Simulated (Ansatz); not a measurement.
`C[CH]([SiH3])[InH2]` + H₂ → `[SiH3][CH2][InH2]` + CH₄ at 600 K and 1 bar (hydrogenolysis of a C–C bond).

Program: Ansatz. Geometries: PBE0-D4/def2-TZVP. ΔE: electronic, gas phase. CCSD(T)/CBS is the MP2 limit (def2-TZVPP, def2-QZVPP) plus CCSD(T) − MP2 in def2-TZVPP, frozen cores. This one scheme is used for every species. Elements past krypton have def2 core potentials. For In outer-core shells are correlated without core-valence functions, which leaves a few kJ/mol of doubt a bond.

```
              species  CCSD(T)/CBS energy (Eh)  H − E (kJ/mol)  S (J/(mol·K))
`C[CH]([SiH3])[InH2]`               -560.37779           311.8          492.8
                   H₂                 -1.17544            43.9          150.8
  `[SiH3][CH2][InH2]`               -521.12346           224.4          441.5
                  CH₄                -40.46206           140.4          215.7
```

H − E and S are ideal-gas, rigid-rotor, harmonic terms from PBE0-D4/def2-TZVP, for one conformer and one mirror image of each species. For small species the MP2-based limit differs from directly extrapolated CCSD(T) by up to some mEh (0.8 for H₂); such offsets cancel only in part. 1 Eh = 2625.50 kJ/mol, R = 8.31446 J/(mol·K).

Task: By hand: ΔE, ΔH, ΔS and ΔG.

Result: ΔE = (-521.12346) + (-40.46206) − (-560.37779) − (-1.17544) = -0.03229 Eh = -84.8 kJ/mol. Δ(H − E) = 224.4 + 140.4 − 311.8 − 43.9 = 9.1, so ΔH = -75.7 kJ/mol. ΔS = 441.5 + 215.7 − 492.8 − 150.8 = 13.6 J/(mol·K). ΔG = -75.7 − 600 × (13.6)/1000 = -83.9 kJ/mol.

Task: By hand: the equilibrium constant, and the temperature at which ΔG would vanish if ΔH and ΔS stayed fixed.

Result: log₁₀ K = −ΔG/(RT ln 10) = 7.3. ΔH and −TΔS have one sign here, so there is no such temperature.

The number of gas molecules stays the same, so ΔS is small and ΔH decides. A doubt of 5 kJ/mol in ΔE shifts log₁₀ K by 0.4 here. Other conformers and mirror images would add mixing entropy, several J/(mol·K) or more a flexible species. These are equilibria of isolated gas molecules and say nothing of rates. Largest T1 diagnostic: 0.013 (customary marks: 0.02 for closed shells, 0.045 for open ones).
